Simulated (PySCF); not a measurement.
From computed data to an observable: refractive index and permittivity of the vapour

Si(H)2(OMe)(NH2) (CH7NOSi), SMILES CO[SiH2]N.

Coordinates come from a B3LYP-D3(BJ)/def2-SVP optimisation. Other conformers were not sampled.

CAM-B3LYP/def2-TZVP run with PySCF gives a mean static polarisability of 48.9 bohr³ and a dipole moment of 0.52 D. Take an ideal gas at 298.15 K and 1 bar, whether or not the substance is that volatile.

### Question
Work out n − 1 in the optical limit and the static ε − 1.

### Answer

Polarisability volume α' = 48.9 × 0.148185 = 7.25 Å³. Number density N = p/kT = 2.43e-5 Å⁻³.
Dilute limit of Lorentz–Lorenz: n − 1 = 2π N α' = 0.0011.
Orientation term of Debye: μ²/(3kT) = 8.098 Å³ × μ²(D²) = 2.19 Å³.
ε − 1 = 4π N (α' + μ²/3kT) = 0.0029. Orientation of the dipole supplies 23 % of the static response; it can't follow optical fields. Vibrational polarisation and dispersion are left out.
